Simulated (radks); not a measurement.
Results of a calculation; reference values are marked as such.
Species: Ho+. Configuration: [Xe] 4f10.5 5d0.5 6s1 (fractional occupations, a model configuration).

Level of theory: scalar-relativistic Kohn-Sham, r2SCAN, spin-unpolarised, spherical densities, finite nucleus; meta-GGA in the generalised Kohn-Sham scheme; Fermi nuclear charge, rms radius 5.2022 fm (a radial shooting solver on a logarithmic mesh with Libxc functionals).

Energy parts (eV):
| part | energy |
|---|---|
| total | -343302.35 |
| kinetic | 371233.04 |
| electron-nucleus | -840644.82 |
| Hartree | 133465.97 |
| exchange-correlation | -7356.54 |

Orbitals (lengths in bohr, moments of r in powers of bohr; <r^-3> diverges for s and p1/2):
| orbital | occ. | eigenvalue (eV) | <1/r> | <r^-3> | <r^4> | <r> |
|---|---|---|---|---|---|---|
| 1s | 2 | -55578.10 | 76.04 | - | 9.267e-07 | 0.02074 |
| 2s | 2 | -9327.634 | 17.70 | - | 0.0001448 | 0.08807 |
| 2p | 6 | -8261.453 | 16.38 | 13550 | 0.0001097 | 0.07807 |
| 3s | 2 | -2099.950 | 6.533 | - | 0.005474 | 0.2295 |
| 3p | 6 | -1772.481 | 6.106 | 2911 | 0.005782 | 0.2287 |
| 3d | 10 | -1356.741 | 5.781 | 386.4 | 0.004571 | 0.2079 |
| 4s | 2 | -427.4680 | 2.745 | - | 0.1341 | 0.5188 |
| 4p | 6 | -319.1350 | 2.517 | 649.7 | 0.1768 | 0.5497 |
| 4d | 10 | -172.1432 | 2.222 | 72.70 | 0.2775 | 0.5958 |
| 5s | 2 | -60.4850 | 1.040 | - | 4.940 | 1.272 |
| 5p | 6 | -35.0431 | 0.8710 | 82.95 | 10.18 | 1.496 |
| 4f | 10.5 | -12.5828 | 1.631 | 10.07 | 2.619 | 0.8181 |
| 6s | 1 | -9.2041 | 0.3400 | - | 340.5 | 3.669 |
| 5d | 0.5 | -7.2774 | 0.5000 | 3.276 | 140.1 | 2.634 |

The highest occupied level is 5d at -7.277 eV. The electron density at the nucleus is 8.47e+05 e/bohr^3 (large components only). Summed over all electrons, <r^2> = 55.51 bohr^2, which gives a Langevin (diamagnetic) susceptibility term of -44 x 10^-6 cm^3/mol.
